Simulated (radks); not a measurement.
Problem. Species: Eu40+. Configuration: [Ar] 3d5. Method: Dirac Kohn-Sham, LB94 model potential, spin-unpolarised, spherical densities, finite nucleus; open shells fill j = l - 1/2 first; Fermi nuclear charge, rms radius 5.1115 fm; computed with a radial shooting solver on a logarithmic mesh with Libxc functionals. Some entries of the table are withheld. Estimate them.

orbital  occ.  eigenvalue (eV)  r(max) (bohr)
1s1/2       2        -50622.75        0.01419
2s1/2       2        -10051.81        0.08046
2p1/2       2        -9665.263        0.06082
2p3/2       4        -9005.141        0.06654
3s1/2       2        -3603.350         0.2227
3p1/2       2              (1)            (2)
3p3/2       4              (3)            (4)
3d3/2       4              (5)         0.1717
3d5/2       1              (6)         0.1748
4s1/2       0        -1834.814         0.4599
4p1/2       0              (7)            (8)
4p3/2       0              (9)           (10)

Solution. 
(1) 3p1/2 eigenvalue (eV): -3445.382
(2) 3p1/2 r(max) (bohr): 0.2090
(3) 3p3/2 eigenvalue (eV): -3294.448
(4) 3p3/2 r(max) (bohr): 0.2202
(5) 3d3/2 eigenvalue (eV): -3041.405
(6) 3d5/2 eigenvalue (eV): -3006.530
(7) 4p1/2 eigenvalue (eV): -1768.786
(8) 4p1/2 r(max) (bohr): 0.4534
(9) 4p3/2 eigenvalue (eV): -1714.090
(10) 4p3/2 r(max) (bohr): 0.4699
